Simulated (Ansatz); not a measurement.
System: sum formula SiN3H5Cl, net charge -1, singlet state. It need not be the lowest isomer of its formula. Whether it binds its extra electron was not tested at this geometry. 
Geometry from a B3LYP-D3(BJ)/def2-TZVP (Ansatz, a quantum-chemistry and plane-wave program) optimisation:
```xyz
10

N      0.5333     1.5320    -1.1805
Si     0.0994     0.1307    -0.4765
N      1.4540    -0.9916    -0.5420
N     -1.3925    -0.6773    -0.9460
Cl    -0.3623     0.0812     1.7246
H     -0.2049     2.2112    -1.3246
H      1.5685    -1.5518     0.2923
H      2.3113    -0.4765    -0.7029
H     -1.6976    -1.4206    -0.3314
H     -1.3731    -1.0155    -1.9000
```
Charge -1, spin multiplicity 1.

Basis-set convergence of Hartree-Fock and MP2 correlation energies (hartree) with Ansatz. Cores are frozen in the correlated levels unless marked. No spin-orbit coupling. Non-relativistic.

```tsv
basis	functions	E(HF)	E(corr, MP2)
aug-cc-pV(D+d)Z	178	-914.87336	-0.81840
aug-cc-pV(T+d)Z	363	-914.94418	-0.99450
aug-cc-pV(Q+d)Z	648	-914.96047	-1.05904
```

Extrapolating the two largest sets (X = 3 and 4) as X^-3: E(corr) = (64·(-1.05904) - 27·(-0.99450))/37 = -1.1061 Eh, an estimate of the basis-set limit. The largest set recovers 95.7 % of it, the smallest 74.0 %.
